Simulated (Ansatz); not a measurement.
Geometry optimisation, RKS CAM-B3LYP-D4/cc-pVDZ (Ansatz).

Input:

```yaml
crystal:
  periodic: [false, false, false]
  atoms:
    - { symbol: B, position_ang: [0.119881, -0.448902, -0.537893] }
    - { symbol: F, position_ang: [-0.322249, -0.319021, 1.946385] }
    - { symbol: Cl, position_ang: [1.473618, 0.67535, -0.528901] }
    - { symbol: Cl, position_ang: [-1.457474, 0.064613, -1.126868] }
    - { symbol: O, position_ang: [0.38585, -1.746412, -0.175249] }
    - { symbol: C, position_ang: [-0.640063, -2.735565, -0.119083] }
    - { symbol: H, position_ang: [-0.150001, -3.694096, 0.095215] }
    - { symbol: H, position_ang: [-1.353355, -2.49256, 0.681959] }
    - { symbol: H, position_ang: [-1.178698, -2.799698, -1.075279] }
    - { symbol: H, position_ang: [0.412291, -0.877908, 1.854715] }
basis:
  gaussian: { orbitals: cc-pVDZ }
hamiltonian:
  xc: cam_b3lyp
  dispersion: d4
relax:
  f_tol: 0.03
  max_steps: 50
```

Run as:

```bash
$ ansatz run input.yaml --threads 4 --pin off --max-ram 5120MiB --backend cpu --events-out ev --progress --plain --runs-dir out
```

Where does it end, and by what steps?

It converged. After 12 steps the energy has fallen by 0.063 eV; F2 moved furthest, 0.56 Å.

```csv
step,energy less start (eV),largest force component (eV/Å),accepted
0,0.0000,1.109,yes
1,-0.0277,0.581,yes
2,0.0059,1.477,no
3,-0.0397,0.313,yes
4,-0.0475,0.545,yes
5,-0.0545,0.281,yes
6,-0.0533,0.247,no
7,-0.0601,0.091,yes
8,-0.0616,0.088,yes
9,-0.0621,0.106,yes
10,-0.0624,0.083,yes
11,-0.0631,0.042,yes
12,-0.0634,0.018,yes
```

```xyz
10
Properties=species:S:1:pos:R:3
B 0.123 -0.405 -0.687
F -0.235 -0.745 2.305
Cl 1.420 0.776 -0.602
Cl -1.380 -0.009 -1.519
O 0.334 -1.600 -0.107
C -0.660 -2.633 -0.035
H -0.133 -3.556 0.234
H -1.383 -2.374 0.750
H -1.168 -2.755 -1.000
H 0.371 -1.073 1.675
```

Whether the end is a true minimum wasn't checked by a vibrational analysis.

Run time: 31 s on 4 threads of Arm Neoverse V2, with other jobs on the host, peak memory 0.34 GiB.
